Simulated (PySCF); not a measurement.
The dipole of H3Na3S3 ((NaSH)3 ring) from its density and from atomic charges.

Coordinates (PBE0-D3(BJ)/def2-SVP, Å) and charges (e) from the PBE0/pcSseg-1 density (PySCF):

```json
{"atom": "Na1", "x": "-1.316", "y": "-2.009", "z": "0.018", "Mulliken": "+0.6923", "IAO": "+0.7458", "Hirshfeld": "+0.4286", "ESP-fitted": "+0.6964"}
{"atom": "S2", "x": "-0.531", "y": "-1.310", "z": "2.409", "Mulliken": "-0.8186", "IAO": "-0.8215", "Hirshfeld": "-0.4422", "ESP-fitted": "-0.8507"}
{"atom": "Na3", "x": "0.805", "y": "0.895", "z": "1.973", "Mulliken": "+0.6895", "IAO": "+0.7430", "Hirshfeld": "+0.4257", "ESP-fitted": "+0.6859"}
{"atom": "S4", "x": "1.435", "y": "2.526", "z": "0.023", "Mulliken": "-0.8081", "IAO": "-0.8180", "Hirshfeld": "-0.4430", "ESP-fitted": "-0.8312"}
{"atom": "Na5", "x": "0.274", "y": "1.124", "z": "-1.879", "Mulliken": "+0.6839", "IAO": "+0.7412", "Hirshfeld": "+0.4241", "ESP-fitted": "+0.6804"}
{"atom": "S6", "x": "-1.200", "y": "-0.994", "z": "-2.386", "Mulliken": "-0.8128", "IAO": "-0.8202", "Hirshfeld": "-0.4434", "ESP-fitted": "-0.8724"}
{"atom": "H7", "x": "0.511", "y": "-2.165", "z": "2.521", "Mulliken": "+0.1242", "IAO": "+0.0765", "Hirshfeld": "+0.0164", "ESP-fitted": "+0.1570"}
{"atom": "H8", "x": "2.705", "y": "2.106", "z": "-0.167", "Mulliken": "+0.1244", "IAO": "+0.0766", "Hirshfeld": "+0.0161", "ESP-fitted": "+0.1511"}
{"atom": "H9", "x": "-2.402", "y": "-0.375", "z": "-2.351", "Mulliken": "+0.1252", "IAO": "+0.0766", "Hirshfeld": "+0.0174", "ESP-fitted": "+0.1834"}
```

What dipole does each set of charges give (1 e·Å = 4.803 D), and what does the density give?

The full density gives (0.82, -1.08, 0.20) D, 1.37 D in size; dipole vectors point from the negative to the positive end.

```json
{"scheme": "Mulliken", "μx": "0.87", "μy": "-1.06", "μz": "0.17", "size (D)": "1.38", "share of the full size (%)": "101", "angle to the full dipole (°)": "3"}
{"scheme": "IAO", "μx": "0.62", "μy": "-1.00", "μz": "0.22", "size (D)": "1.20", "share of the full size (%)": "87", "angle to the full dipole (°)": "6"}
{"scheme": "Hirshfeld", "μx": "0.17", "μy": "-0.53", "μz": "0.15", "size (D)": "0.58", "share of the full size (%)": "42", "angle to the full dipole (°)": "20"}
{"scheme": "ESP-fitted", "μx": "0.85", "μy": "-1.10", "μz": "0.19", "size (D)": "1.40", "share of the full size (%)": "102", "angle to the full dipole (°)": "1"}
```

Which set comes closest?

Length of the difference vector: ESP-fitted 0.04 D, Mulliken 0.07 D, IAO 0.22 D, Hirshfeld 0.85 D. Closest: ESP-fitted. ESP charges are fitted to the potential around the molecule, whose slowest-falling term is the dipole's. The schemes that divide the density aren't constrained to reproduce the dipole.

What is left for the Hirshfeld atoms' own dipoles?

The Hirshfeld atoms' densities add up to the full density, so μ = Σ q r + Σ (atomic dipoles). The atomic dipoles sum to (0.82, -1.08, 0.20) − (0.17, -0.53, 0.15) = (0.65, -0.55, 0.05) D, 0.85 D in size.

With the origin at the mean of the coordinates, (0.031, -0.022, 0.018) Å, which are the largest single terms, by size, of the Hirshfeld dipole along the direction of the full one?

S4 +2.50, S2 -2.20, Na5 -2.12, Na1 +1.57, S6 +0.69 D; all 9 atoms together +0.55 D. The single terms depend on the origin, their sum doesn't.

Give the size of the full dipole in other units.

1.37 D = 0.540 au = 0.286 e·Å = 4.58 × 10⁻³⁰ C·m.

The structure is a single PBE0-D3(BJ)/def2-SVP conformer in the gas phase; no vibrational or solvent corrections.

These values come from a run that also computed NMR shieldings. On Arm Neoverse V1, one thread (shared host), this took 12 s wall.
